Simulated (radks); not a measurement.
Problem. Tl L, configuration [Ar] 3d10 4s2 4p2. Method: scalar-relativistic Kohn-Sham, PBEsol, spin-polarised, spherical densities, finite nucleus; open shells are filled with parallel spins first (spin-orbit coupling, left out, can overturn this in heavy ions); Fermi nuclear charge, rms radius 5.4759 fm; computed with a radial shooting solver on a logarithmic mesh with Libxc functionals. Some entries of the table are withheld. Estimate them.

orbital  occ.  eigenvalue (hartree)  <1/r> (bohr^-1)
1s up       1             -3240.075            99.36
1s down     1             -3239.984            99.36
2s up       1             -654.7572            23.36
2s down     1             -654.7053            23.36
2p up       3             -576.8815            20.62
2p down     3             -576.8046            20.62
3s up       1             -224.1849            8.811
3s down     1             -224.1012            8.812
3p up       3             -201.6061            8.019
3p down     3             -201.5111            8.021
3d up       5             -179.0465            7.534
3d down     5             -178.9595            7.537
4s up       1             -108.6435            4.319
4s down     1             -108.1761            4.323
4p up       2             -100.1061            4.010
4p down     0             -99.63851            4.012
4d up       0             -91.18347            3.772
4d down     0             -90.74181            3.776
5s up       0             -63.95307              (1)
5s down     0             -63.74453              (2)

Solution. 
(1) 5s up <1/r> (bohr^-1): 2.563
(2) 5s down <1/r> (bohr^-1): 2.559
